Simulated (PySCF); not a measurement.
# Ge²⁺ (germanium, charge +2) across methods

[Ar] 3d9 4s2 4p1, one real determinant (an excited configuration). Computed with PySCF 2.14 in aug-cc-pVQZ-PP with one added diffuse shell each of s, p, d, f, g type with ECP10MDF (8s7p6d4f3g, 114 functions), with scalar relativity through the core potential.

```
 method  E (hartree)  mean ε 4s α (eV)  mean ε 4s β (eV)  mean ε 4p α (eV)  Σ⟨r²⟩ (bohr²)   ⟨S²⟩
r2SCANh    -292.3451           -34.029           -32.447           -24.063          22.33  2.006
   PW91    -292.5602           -33.106           -31.865           -23.150          22.37  2.002
    UHF   -291.38104           -38.193           -35.060           -27.782          22.62  2.010
    PBE    -292.4522           -32.989           -31.752           -23.081          22.39  2.002
   PBE0    -292.4228           -34.504           -32.863           -24.422          22.39  2.004
    LDA    -291.9541           -33.344           -32.210           -23.079          22.34  2.001
 r2SCAN    -292.3473           -33.472           -32.022           -23.586          22.32  2.006
 revPBE    -292.5164           -32.886           -31.598           -23.076          22.40  2.003
```

⟨L²⟩ = 8.02 against 12 for a pure F term, so this real determinant mixes terms. Energies and moments cover only the electrons outside the core potential.
